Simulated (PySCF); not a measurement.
Run record: geometry optimisation, `[Br][Fe][Br]` [quintet].

Method: PBE0-D3(BJ)/def2-SVP geometry optimisation, gas phase (PySCF 2.14.0). Start geometry: GFN2-xTB. The input is one job of a driver script: a line of settings, then coordinates in Å.

Input:
```
{"job": {"xc": "PBE0", "basis": "def2-SVP", "d3": "d3bj", "grid": 1, "maxiter": 40, "kind": "geom"}, "charge": 0, "multiplicity": 5}
Fe    -0.548070    -0.316220    -0.018620
Br     0.227890     0.122230     1.978290
Br     0.320180     0.193980    -1.959670
```

Output:
```
step   0  E = -6410.51762589  max force = 0.033352
step   1  E = -6410.52606557  max force = 0.010572
step   2  E = -6410.53034460  max force = 0.008902
step   3  E = -6410.53313419  max force = 0.008955
step   4  E = -6410.53478534  max force = 0.008117
step   5  E = -6410.53557091  max force = 0.002268
step   6  E = -6410.53563250  max force = 0.000289
step   7  E = -6410.53563839  max force = 0.000728
step   8  E = -6410.51887059  max force = 0.044406
step   9  E = -6410.53136264  max force = 0.026315
step  10  E = -6410.53466829  max force = 0.012559
step  11  E = -6410.53534971  max force = 0.006046
step  12  E = -6410.53557071  max force = 0.003262
step  13  E = -6410.53562829  max force = 0.001816
step  14  E = -6410.53564663  max force = 0.000345
step  15  E = -6410.53564621  max force = 0.000346
optimisation converged
```

Energies in Eh; «max force» is the largest Cartesian gradient component in Eh/bohr.

How much energy does the optimisation release, in kcal/mol?

E(step 0) − E(last step) = 0.018020 Eh, which is 11.3 kcal/mol.

Give the first gradient maximum in eV/Å.

With 1 Eh/bohr = 51.422 eV/Å, 1.715 eV/Å.

In short: final energy -6410.53565 Eh after 15 steps; dipole 0.00 D.

Give the final coordinates.

0.518 Å rms from the input after alignment:
```
atom  x, y, z in Å
Fe1   -0.0002    0.0005    0.0000
Br2   -0.0791   -0.1260    2.2850
Br3    0.0794    0.1255   -2.2850
```

How long does this job take on one thread of an Arm Neoverse V1 (shared host)?

About 2.9 min.
Labels such as C1 count atoms from 1, the log's own numbers from 0.

Neither the SCF state along the optimisation nor the shape of the open-shell metal species was proved the lowest: other solutions of the same spin, or a structure of lower symmetry, can lie below.
